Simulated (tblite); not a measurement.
C₄H₉FOSi₂.
Cartesian coordinates in Å at the GFN2-xTB level; atoms count from 1:
```xyz
17
C4H9FOSi2 angstrom
C      2.225    0.073   -0.988
Si     1.076    0.248    0.519
C      0.028   -1.366    0.726
C     -1.293   -0.864    1.201
O     -1.710   -0.997    2.331
C     -1.957    0.060    0.225
F     -1.877   -0.421   -1.077
Si    -0.801    1.629    0.284
H      1.660   -0.064   -1.905
H      2.894   -0.777   -0.881
H      2.838    0.960   -1.106
H      1.881    0.448    1.737
H     -0.084   -1.856   -0.240
H      0.441   -2.074    1.440
H     -3.013    0.209    0.448
H     -1.227    2.446    1.422
H     -1.088    2.359   -0.954
```

Calculated harmonic vibrations of the isolated species, GFN2-xTB (tblite), most abundant isotopes, no scaling. Against measured fundamentals such values can be off by several per cent, at times by over 20. Modes of hydrogen on silicon can be 10 to 20 % off. One conformer, not necessarily the lowest.

Harmonic wavenumbers (cm⁻¹): 46.9, 105.2, 127.0, 133.3, 166.3, 186.5, 256.6, 309.4, 370.5, 417.2, 467.3, 491.3, 528.2, 544.1, 582.6, 611.3, 619.2, 661.4, 741.4, 750.1, 764.6, 805.2, 816.7, 831.6, 863.0, 1008.5, 1039.7, 1075.4, 1144.7, 1190.4, 1259.9, 1364.9, 1444.3, 1472.7, 1479.2, 1733.4, 2163.7, 2239.0, 2252.8, 2986.8, 2999.4, 3022.0, 3035.1, 3036.2, 3051.8.

A = 1839, B = 1184, C = 1035 MHz; mass 148.018 u (most abundant isotopes); point group C1, symmetry number 1.

Question: What is the zero-point energy?

Answer: Half the sum of the wavenumbers: 25598 cm⁻¹ = 306.23 kJ/mol.

Question: What is S at 400 K and 1 bar for an ideal gas of classical rigid rotors and harmonic oscillators?

Answer: Translation 177.29, rotation 126.45, vibration 172.81: S = 476.6 J/(mol K).

Question: And Cp and H(400 K) − H(0)?

Answer: Cp = 211.41 J/(mol K), of which vibrations give 178.15 (their classical limit is 45 R = 374.2); H(400 K) − H(0) = 50.21 kJ/mol without the zero-point energy, 36.91 from vibrations.

Question: Which modes carry the vibrational entropy at 400 K?

Answer: 46.9 cm⁻¹: 23.12; 105.2 cm⁻¹: 16.44; 127.0 cm⁻¹: 14.90; 133.3 cm⁻¹: 14.51; 166.3 cm⁻¹: 12.71; 186.5 cm⁻¹: 11.79 J/(mol K); the other 39 give 79.34 together.

Question: How do the functions run with temperature in this model?

Answer: 
```tsv
T (K)	S (J/(mol K))	Cp (J/(mol K))	H − H(0) (kJ/mol)	G − H(0) (kJ/mol)	ln q(vib)
100	290.6	79.2	5.37	-23.69	1.51
200	360.3	127.9	15.70	-56.36	4.13
300	421.2	174.0	30.86	-95.48	6.90
500	527.0	240.7	72.87	-190.63	12.43
800	654.1	298.9	154.66	-368.59	20.11
1000	723.6	323.6	217.05	-506.53	24.72
```

q(vib) and H(0) count from the zero-point level.

Hindered rotation and anharmonicity are outside this model. Other conformers, if any are populated, would add a mixing term that is left out. The structure is chiral; the term R ln 2 for an equal mix with its mirror image is left out.
